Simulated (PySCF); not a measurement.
# TDDFT excited states: C7H7NS2

C₇H₇NS₂.
Numbering: `[CH3:1][S:2][c:3]1[cH:4][s:5][c:6]2[cH:7][cH:8][nH:9][c:10]12` (hydrogens: H11, H12, H13 on C1; H14 on C4; H15 on C7; H16 on C8; H17 on N9)

Method: TDDFT wB97X-D/def2-SVPD, vertical, gas phase, core orbitals frozen in the response (PySCF 2.14.0, density-fitted response routines). One conformer (not necessarily the lowest) at the PBE0-D3(BJ)/def2-SVP geometry, without solvent, vibrations or thermal averaging. Torsions of this conformer, `[CH3:1][S:2][c:3]1[cH:4][s:5][c:6]2[cH:7][cH:8][nH:9][c:10]12`: C1–S2–C3–C4 -6°.

**Question.** What does the calculation give for the low-lying excited states?

**Answer.** 

```json
{"state": "S1", "E (eV)": "4.99", "E (hartree)": "0.1833", "f": "0.068", "main configurations (H = HOMO, L = LUMO)": "H→L (38%), H→L+1 (38%)"}
{"state": "S2", "E (eV)": "5.08", "E (hartree)": "0.1865", "f": "0.145", "main configurations (H = HOMO, L = LUMO)": "H→L (55%), H→L+1 (30%)"}
{"state": "S3", "E (eV)": "5.32", "E (hartree)": "0.1956", "f": "0.219", "main configurations (H = HOMO, L = LUMO)": "H-1→L (93%)"}
{"state": "S4", "E (eV)": "5.60", "E (hartree)": "0.2057", "f": "0.0047", "main configurations (H = HOMO, L = LUMO)": "H→L+2 (42%), H→L+4 (29%)"}
{"state": "S5", "E (eV)": "5.71", "E (hartree)": "0.2100", "f": "0.0008", "main configurations (H = HOMO, L = LUMO)": "H-1→L+1 (35%), H→L+2 (16%), H→L+3 (13%)"}
{"state": "S6", "E (eV)": "5.76", "E (hartree)": "0.2117", "f": "0.0026", "main configurations (H = HOMO, L = LUMO)": "H-1→L+1 (26%), H→L+2 (15%), H-1→L+4 (12%)"}
```

The lowest singlet comes at 249 nm (481 kJ/mol) in the ultraviolet; it is of moderate strength; its leading configuration is HOMO→LUMO (38%). The strongest level in the table is S3 at 5.32 eV (233 nm, f = 0.219). Löwdin shares by element: HOMO sulfur 35%, carbon 31% or more (atoms not listed hold the other 33%); LUMO carbon 50% or more, sulfur 13% or more (atoms not listed hold the other 37%). Orbital energies (eV): HOMO-3 -10.51, HOMO-2 -8.91, HOMO-1 -7.94, HOMO -7.39, LUMO 1.37, LUMO+1 1.72, LUMO+2 1.99. Of the 6 states listed, 3 reach f = 0.01 and none stays under 0.0005. The listed states span 0.77 eV, and the widest gap between neighbours is 0.27 eV (S3 to S4). Only the lowest 6 singlets were computed, as vertical energies without vibronic structure.
